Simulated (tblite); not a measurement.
C2H5O2Si (doublet state).
SMILES with atom numbers: `[CH3:1][O:2][SiH2:3][C:4]=[O:5]` (hydrogens: H6, H7, H8 on C1; H9, H10 on Si3)

Geometry (GFN2-xTB, Å), atoms numbered from 1 in this order:
```
atom  x, y, z in Å
C1     1.6002   -0.2064   -0.3293
O2     0.3375   -0.6594   -0.7143
Si3   -1.1247   -0.4436   -0.0571
C4    -1.4624    1.4175   -0.1148
O5    -1.9601    2.2637    0.5348
H6     1.6112    0.8818   -0.2286
H7     2.3131   -0.5021   -1.1001
H8     1.8995   -0.6509    0.6233
H9    -1.9955   -0.9893   -1.0832
H10   -1.2097   -1.1067    1.2495
```

Computed with GFN2-xTB (tblite): harmonic, unscaled wavenumbers at the GFN2-xTB geometry, gas phase. Against measured fundamentals such values can be off by several per cent, at times by over 20. Modes of hydrogen on silicon can be 10 to 20 % off. One conformer, not necessarily the lowest. Open shells enter through the occupations alone, without spin polarisation, and single modes of such species can be off by tens of per cent.

Harmonic wavenumbers (cm⁻¹): 55.4, 97.0, 106.2, 199.4, 244.7, 308.9, 463.3, 577.7, 602.1, 710.8, 758.6, 786.1, 1129.9, 1138.0, 1166.6, 1416.8, 1483.4, 1484.5, 1941.2, 2187.4, 2350.6, 2947.6, 2958.9, 2992.0.

A = 7976, B = 2315, C = 1905 MHz; mass 89.006 u (most abundant isotopes); point group C1, symmetry number 1; spin multiplicity 2.

What is the zero-point energy?

½Σν̃ = 14054 cm⁻¹ = 40.18 kcal/mol.

Entropy at 273.15 K, 1 bar (ideal gas, RRHO, classical rotation)?

Translation 38.96, rotation 26.35, vibration 17.88, spin (R ln 2) 1.38: S = 84.6 cal/(mol K).

And Cp and H(273.15 K) − H(0)?

Cp = 24.62 cal/(mol K), of which vibrations give 16.68 (their classical limit is 24 R = 47.7); H(273.15 K) − H(0) = 4.69 kcal/mol without the zero-point energy, 2.52 from vibrations.

Which modes carry the vibrational entropy at 273.15 K?

55.4 cm⁻¹: 4.44; 97.0 cm⁻¹: 3.34; 106.2 cm⁻¹: 3.17; 199.4 cm⁻¹: 1.98; 244.7 cm⁻¹: 1.61; 308.9 cm⁻¹: 1.23 cal/(mol K); the other 18 give 2.11 together.

What must be added to the electronic energy to get the Gibbs energy at 273.15 K and 1 bar?

ZPE + [H(273.15 K) − H(0)] − T·S = 40.18 + 4.69 − 23.10 = 21.77 kcal/mol.

Hindered rotation and anharmonicity are outside this model. Other conformers, if any are populated, would add a mixing term that is left out. The structure is chiral; the term R ln 2 for an equal mix with its mirror image is left out.
